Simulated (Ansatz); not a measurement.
**Nudged elastic band run: F3GeH**

The input (input.yaml):

```yaml
crystal:
  periodic: [false, false, false]
  atoms:
    - { symbol: Ge, position_ang: [0.320878, 0.0, 0.136453] }
    - { symbol: F, position_ang: [0.297414, 0.0, 1.856471] }
    - { symbol: H, position_ang: [1.734086, 0.0, -0.421786] }
    - { symbol: F, position_ang: [-0.579489, 1.377876, -0.363219] }
    - { symbol: F, position_ang: [-0.579489, -1.377876, -0.363219] }
basis:
  gaussian: { orbitals: def2-SVP }
hamiltonian:
  xc: b3lyp
  dispersion: d4
neb:
  order_check: false
  images: 5
  f_tol: 0.05
  max_iterations: 60
  final_atoms:
    - { symbol: Ge, position_ang: [0.42964582, 0.57913625, -0.87622315] }
    - { symbol: F, position_ang: [1.16085955, -0.01645257, 1.32898651] }
    - { symbol: H, position_ang: [0.67024842, -0.78428278, 1.0510724] }
    - { symbol: F, position_ang: [-1.00813511, 1.34318985, -0.22114315] }
    - { symbol: F, position_ang: [-0.05921868, -1.12159075, -0.43799261] }
  initial_path:
    images:
      - { positions_ang: [[0.320878, 0.0, 0.136453], [0.297414, 0.0, 1.856471], [1.734086, 0.0, -0.421786], [-0.579489, 1.377876, -0.363219], [-0.579489, -1.377876, -0.363219]] }
      - { positions_ang: [[0.21407732, 0.0, 0.09074519], [0.55628969, 0.0, 1.75183208], [1.72185035, 0.0, -0.13872317], [-0.64940868, 1.37555067, -0.42957705], [-0.64940868, -1.37555067, -0.42957705]] }
      - { positions_ang: [[0.10727664, 0.0, 0.04503738], [0.81516539, 0.0, 1.64719315], [1.70961469, 0.0, 0.14433965], [-0.71932836, 1.37322533, -0.49593509], [-0.71932836, -1.37322533, -0.49593509]] }
      - { positions_ang: [[0.00047596, 0.0, -0.00067043], [1.07404108, 0.0, 1.54255423], [1.69737904, 0.0, 0.42740248], [-0.78924804, 1.3709, -0.56229314], [-0.78924804, -1.3709, -0.56229314]] }
      - { positions_ang: [[0.14353258, 0.19304542, -0.29252134], [1.10298057, -0.00548419, 1.47136499], [1.35500217, -0.26142759, 0.63529245], [-0.8622104, 1.36166328, -0.44857648], [-0.54590492, -1.28779692, -0.52085963]] }
      - { positions_ang: [[0.2865892, 0.38609083, -0.58437225], [1.13192006, -0.01096838, 1.40017575], [1.0126253, -0.52285519, 0.84318243], [-0.93517275, 1.35242656, -0.33485981], [-0.3025618, -1.20469383, -0.47942612]] }
      - { positions_ang: [[0.42964582, 0.57913625, -0.87622315], [1.16085955, -0.01645257, 1.32898651], [0.67024842, -0.78428278, 1.0510724], [-1.00813511, 1.34318985, -0.22114315], [-0.05921868, -1.12159075, -0.43799261]] }
```

Command:

```bash
$ ansatz run input.yaml --threads 1 --pin off --max-ram 2048MiB --backend cpu --events-out ev --progress --plain --runs-dir out
```

Output, in part (warnings, iteration lines, the closing report on the highest movable image, with atoms numbered from 0):

```
NEB end point (image 0): max|allowed force component| = 1.902e-2 eV/Å (the criterion of neb.relax_end_points is 1.000e-2)
NEB end point (image 6): max|allowed force component| = 2.271e-2 eV/Å (the criterion of neb.relax_end_points is 1.000e-2)
NEB iter   1: max|band force component| = 1.522e1 eV/Å  barrier→ = 3.9512 eV  barrier← = 3.4976 eV  Δτ_max = 0.1941 Å  (176 SCF iters)
NEB iter   2: max|band force component| = 2.749e0 eV/Å  barrier→ = 2.7215 eV  barrier← = 2.2679 eV  Δτ_max = 0.1968 Å  (154 SCF iters)
NEB iter   3: max|band force component| = 1.519e0 eV/Å  barrier→ = 2.4337 eV  barrier← = 1.9801 eV  Δτ_max = 0.1972 Å  (147 SCF iters)
NEB iter   4: max|band force component| = 1.476e0 eV/Å  barrier→ = 2.0857 eV  barrier← = 1.6321 eV  Δτ_max = 0.1869 Å  (156 SCF iters)
NEB iter   5: max|band force component| = 2.567e0 eV/Å  barrier→ = 2.3697 eV  barrier← = 1.9161 eV  Δτ_max = 0.0948 Å  (144 SCF iters)
NEB iter   6: max|band force component| = 1.207e0 eV/Å  barrier→ = 2.3479 eV  barrier← = 1.8943 eV  Δτ_max = 0.1544 Å  (143 SCF iters)
NEB iter   7: max|band force component| = 1.285e0 eV/Å  barrier→ = 2.4195 eV  barrier← = 1.9659 eV  Δτ_max = 0.0754 Å  (149 SCF iters)
NEB iter   8: max|band force component| = 4.097e-1 eV/Å  barrier→ = 2.4026 eV  barrier← = 1.9490 eV  CI = image 2  Δτ_max = 0.0876 Å  (145 SCF iters)
NEB iter   9: max|band force component| = 1.537e-1 eV/Å  barrier→ = 2.4000 eV  barrier← = 1.9464 eV  CI = image 2  Δτ_max = 0.0149 Å  (145 SCF iters)
NEB iter  10: max|band force component| = 8.608e-2 eV/Å  barrier→ = 2.3974 eV  barrier← = 1.9438 eV  CI = image 2  Δτ_max = 0.0076 Å  (146 SCF iters)
NEB iter  11: max|band force component| = 3.518e-2 eV/Å  barrier→ = 2.3968 eV  barrier← = 1.9432 eV  CI = image 2  Δτ_max = 0.0000 Å  (257 SCF iters)
Total energy: -64673.19343668 eV, -2376.6960217329 hartree
Atom 0 at     0.257149     0.013057    -0.309796 Å, force     0.036745    -0.006628     0.023354 eV/Å
Atom 1 at     0.884157    -0.030219     1.530177 Å, force    -0.006665     0.007351    -0.021854 eV/Å
Atom 2 at     1.699091     0.006573     0.427894 Å, force    -0.017536    -0.000796    -0.004673 eV/Å
Atom 3 at    -0.835799     1.354420    -0.371905 Å, force    -0.005205     0.000284     0.006033 eV/Å
Atom 4 at    -0.811199    -1.343832    -0.431669 Å, force    -0.007339    -0.000212    -0.002859 eV/Å
Dipole moment:     0.478858     0.012679    -0.286259 e Å
```

It converged. Neighbouring images differ by up to 1.6 eV, so the band resolves the path poorly. A vibrational analysis at the climbing image gives one clearly imaginary mode, 1301i cm⁻¹: a first-order saddle point. The orbitals stay closed-shell, which can raise the energy where a bond breaks towards radicals; this wasn't checked here.

Final band (atoms are numbered from 1 in the order of the input):

| image | path coordinate (Å) | energy (kcal/mol) | Ge1–F2 (Å) | Ge1–H3 (Å) | F2–H3 (Å) |
| --- | --- | --- | --- | --- | --- |
| 0 | 0.00 | 0.0 | 1.72 | 1.52 | 2.69 |
| 1 | 0.63 | 17.6 | 1.74 | 1.51 | 2.06 |
| 2 | 1.25 | 55.3 | 1.94 | 1.62 | 1.37 |
| 3 | 1.95 | 21.1 | 2.36 | 2.33 | 0.94 |
| 4 | 2.64 | 17.3 | 2.46 | 2.92 | 0.93 |
| 5 | 3.33 | 14.5 | 2.46 | 2.83 | 0.93 |
| 6 | 4.03 | 10.5 | 2.40 | 2.37 | 0.95 |

Run time: 2.2 min on 1 thread of Arm Neoverse V2 (shared host), peak memory 0.16 GiB.
